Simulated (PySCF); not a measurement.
# SMILES C=Cc1c(C=O)c1=O, C₆H₄O₂

Molfile (atoms numbered from 1):
```
C6H4O2
     RDKit          3D

 12 12  0  0  0  0  0  0  0  0999 V2000
    2.4315   -0.0288    0.3755 C   0  0  0  0  0  0  0  0  0  0  0  0
    1.2484   -0.5434    0.0045 C   0  0  0  0  0  0  0  0  0  0  0  0
    0.0436    0.2326    0.0903 C   0  0  0  0  0  0  0  0  0  0  0  0
   -1.3007    0.2428   -0.1176 C   0  0  0  0  0  0  0  0  0  0  0  0
   -2.3877   -0.6357   -0.5935 C   0  0  0  0  0  0  0  0  0  0  0  0
   -2.1835   -1.7714   -0.9392 O   0  0  0  0  0  0  0  0  0  0  0  0
   -0.6970    1.4371    0.3875 C   0  0  0  0  0  0  0  0  0  0  0  0
   -0.7412    2.5718    0.7713 O   0  0  0  0  0  0  0  0  0  0  0  0
    2.5026    0.9960    0.7514 H   0  0  0  0  0  0  0  0  0  0  0  0
    3.3517   -0.6149    0.3131 H   0  0  0  0  0  0  0  0  0  0  0  0
    1.1587   -1.5666   -0.3734 H   0  0  0  0  0  0  0  0  0  0  0  0
   -3.4059   -0.1836   -0.6124 H   0  0  0  0  0  0  0  0  0  0  0  0
  1  2  2  0
  2  3  1  0
  3  4  2  0
  4  5  1  0
  5  6  2  0
  4  7  1  0
  7  8  2  0
  7  3  1  0
  1  9  1  0
  1 10  1  0
  2 11  1  0
  5 12  1  0
M  END
```

The calculation used quadratic response CAM-B3LYP/aug-cc-pVDZ first hyperpolarisability, Taylor convention, gas phase in PySCF. Geometry: PBE0-D3(BJ)/def2-SVP.

Give the tensor of the second harmonic β(−2ω;ω,ω) at 1064 nm in the axes of these coordinates.

In au, Taylor convention; rows are the first index (the induced dipole):
|  | xx | yy | zz | xy | xz | yz |
| --- | --- | --- | --- | --- | --- | --- |
| x | +499.2 | +116.7 | +10.4 | +227.7 | +170.9 | +88.5 |
| y | +206.6 | +60.7 | +35.8 | +105.7 | +81.0 | +26.0 |
| z | +163.2 | +25.8 | +13.5 | +83.2 | +11.7 | +41.0 |

Norm of βᵢ = ⅓ Σⱼ (βᵢⱼⱼ + βⱼᵢⱼ + βⱼⱼᵢ): 728.1 au, hyper-Rayleigh value 307.4 au.
